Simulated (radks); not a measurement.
Results of a calculation; reference values are marked as such.
Problem. These are the eigenvalues of the occupied orbitals of an atom or ion with whole-number occupations (eV). Code: a radial shooting solver on a logarithmic mesh with Libxc functionals. Model: non-relativistic Kohn-Sham, PBE, spin-polarised, spherical densities, point nucleus.

1s: -60.4092

Which element is it, and in what charge state? The configuration may be excited. Open shells, if any, are filled with parallel spins first.

Solution. Z = 3, lithium, charge +1: Li+ in [He]. The 1s level, -2.22 hartree, gives Z - s = 2.1 by -(Z - s)^2/2, which with screening narrows Z to a few neighbours, and with so few levels the electron count can be read from the list.
